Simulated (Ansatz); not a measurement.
**C2H4NOSi: which of these isomers lies lowest?**

2 of its isomers, all doublets with charge 0: A = `CO[SiH]C#N`; B = `C[SiH]N=C=O`.

Shapes, held fixed at every level: PBE0-D4/def2-TZVP. Flexible molecules stand in one conformer, not always the lowest. Programs: Ansatz 0.2.0.

Electronic energies in kJ/mol, without zero-point or thermal terms.

```csv
level,kind,B − A
HF/def2-SVP,Hartree–Fock,-88.0
HF/def2-TZVPP,Hartree–Fock,-70.8
SPW92/def2-TZVPP,LDA,-128.5
BHLYP-D4/def2-TZVPP,global hybrid,-85.6
PBE0-D4/def2-TZVPP,global hybrid,-109.7
wB97M-V/def2-TZVPP,range-separated hybrid,-82.6
MP2/def2-TZVPP,perturbation theory,-84.3
CCSD(T)/CBS estimate,coupled cluster or CI,-69.0
```

The highest level, CCSD(T)/CBS estimate, puts B lowest of these. All levels agree on that. The B − A difference spans -128.5 to -69.0 kJ/mol over the levels. Open shells run unrestricted unless RO is named. The CBS estimate extrapolates MP2 from def2-TZVPP and def2-QZVPP and adds CCSD(T) − MP2 in the triple-zeta set, cores frozen.
